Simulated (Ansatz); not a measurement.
All values below come from frozen-core CCSD(T)/def2-TZVPP // TPSSh-D3(BJ)/def2-TZVP (Ansatz, a quantum-chemistry and plane-wave program).

Ansatz 0.2 input:
```yaml
crystal:
  periodic: [false, false, false]
  atoms:
    - { symbol: O, position_ang: [1.64597, -0.434276, 0.85586] }
    - { symbol: C, position_ang: [0.798956, -0.398459, -0.106248] }
    - { symbol: C, position_ang: [-0.743094, -0.416692, 0.268837] }
    - { symbol: C, position_ang: [-0.178988, 0.848575, -0.182809] }
    - { symbol: H, position_ang: [1.032043, -0.8486, -1.076306] }
    - { symbol: H, position_ang: [-1.345373, -1.006279, -0.411131] }
    - { symbol: H, position_ang: [-0.913666, -0.569261, 1.325103] }
    - { symbol: H, position_ang: [0.056449, 1.609176, 0.548042] }
    - { symbol: H, position_ang: [-0.367889, 1.187632, -1.193812] }
basis:
  gaussian: { orbitals: def2-TZVPP }
correlation:
  method: ccsd_t
magnetization:
  spin_polarized: true
  initial_magnetization: 1
```

Output:

```
Functional definition: HF
1159 factors; integrals over basis functions are off by at most 9.6e-4 eV
mean field evaluation 1: about -5203.4034 eV, gradient 2.6e1 eV
mean field evaluation 2: about -5203.4088 eV, gradient 2.6e1 eV
mean field evaluation 4: about -5206.9677 eV, gradient 4.0e0 eV
mean field evaluation 8: about -5207.4853 eV, gradient 3.1e-1 eV
mean field evaluation 16: about -5205.8973 eV, gradient 1.8e1 eV
mean field evaluation 32: about -5206.5672 eV, gradient 1.3e0 eV
mean field evaluation 64: about -5206.6063 eV, gradient 2.6e-3 eV
mean field -5207.48831818 eV, -191.3716659308 hartree, gradient 4.5e-6 eV, S^2 0.787100; 3 other end points of the search recorded, 0 dependent functions left out
determinant -5207.48831818 eV, -191.3716659308 hartree, with singles and doubles -5227.75064657 eV, -192.1162927647 hartree
determinant -5206.60633710 eV, -191.3392537239 hartree, with singles and doubles -5226.62057040 eV, -192.0747632314 hartree
4 core orbitals not correlated
reference -5207.48831818 eV, -191.3716659308 hartree; 12, 11 occupied and 178, 179 virtual orbitals, 1159 factors
second order -19.04676928 eV of doubles, -0.00000000 eV of singles
cycle   1  -20.02010258 eV  change    -1.7e0 eV  update   2.6e-2
cycle   2  -20.06833578 eV  change   -4.8e-2 eV  update   6.6e-3
cycle   3  -20.06810240 eV  change    2.3e-4 eV  update   3.5e-3
cycle   4  -20.07013060 eV  change   -2.0e-3 eV  update   1.8e-3
cycle   5  -20.07279400 eV  change   -2.7e-3 eV  update   1.0e-3
cycle   6  -20.07405788 eV  change   -1.3e-3 eV  update   5.0e-4
cycle   7  -20.07455736 eV  change   -5.0e-4 eV  update   1.8e-4
cycle   8  -20.07468374 eV  change   -1.3e-4 eV  update   7.0e-5
cycle   9  -20.07468008 eV  change    3.7e-6 eV  update   2.8e-5
perturbative correction -0.85170121 eV, -0.0312994423 hartree
Total energy: -5228.41469948 eV, -192.1406962590 hartree
```

Cost: about 8 core-minutes (a rough figure).
